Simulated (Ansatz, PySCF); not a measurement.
Gas-phase reaction in SMILES: FC(Cl)(Cl)Cl [trichloro(fluoro)methane] → F[C](Cl)Cl + Cl atom (the C-Cl bond at the site shown breaks; other sites are not compared here)
Each molecule is optimised on its own at B3LYP-D3(BJ)/def2-TZVP (Ansatz, a program for electronic structure). Frequencies are from Ansatz or PySCF.
Geometry of the first species:
```xyz
5

F      0.0593    -0.2557     1.5697
C      0.0093    -0.0403     0.2474
Cl     1.5264    -0.6185    -0.4731
Cl    -1.3746    -0.9350    -0.4150
Cl    -0.1864     1.7031    -0.0302
```

Wanted: bond dissociation energy (enthalpy at 298 K, with B3LYP-D3(BJ) rigid-rotor harmonic-oscillator terms), in kcal/mol. Valence correlation only, unless marked. UHF or UKS for open shells. No spin-orbit coupling. No relativistic terms. CBS(X,Y): correlation extrapolated as X^-3; Hartree-Fock from the larger set. [CCSD(T)-MP2]/basis is that difference in the basis named.

```json
[
 {"level": "HF/cc-pV(T+d)Z", "program": "Ansatz", "bond dissociation energy (kcal/mol)": "39.1"},
 {"level": "SVWN5/def2-TZVPD", "program": "Ansatz", "bond dissociation energy (kcal/mol)": "92.1"},
 {"level": "PBE0-D3(BJ)/def2-TZVPD", "program": "Ansatz + dftd3", "bond dissociation energy (kcal/mol)": "73.1"},
 {"level": "r2SCANh-D4/def2-TZVPD", "program": "Ansatz + dftd4", "bond dissociation energy (kcal/mol)": "70.6"}
]
```

Question: Estimate the value at RI-MP2/CBS(cc-pV(T+d)Z,cc-pV(Q+d)Z)+[CCSD(T)-MP2]/cc-pV(T+d)Z as computed with Ansatz.

Answer: 76.7 kcal/mol, so r2SCANh-D4/def2-TZVPD differs from it by -6.1 kcal/mol.
